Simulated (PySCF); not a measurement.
# Electron correlation in Sc (scandium, neutral)

[Ar] 3d3, high-spin 4F determinant (an excited configuration). Computed with PySCF 2.14 in ANO-RCC-VTZP (6s5p3d2f1g, 59 functions), with scalar relativity by spin-free X2C-1e. Frozen: [Ne]; 11 electrons correlated.

```tsv
level	correlation energy (mhartree)
CCSD	-342.82
(T)	-10.93
CCSD(T)	-353.75
```

Diagnostics: T1 = 0.0048, D1 = 0.0079, largest double amplitude 0.070.

Is a single reference adequate?

Mostly. T1 lies below 0.03, but a double amplitude of this size points to a near-degeneracy that CCSD handles and MP2 describes poorly.
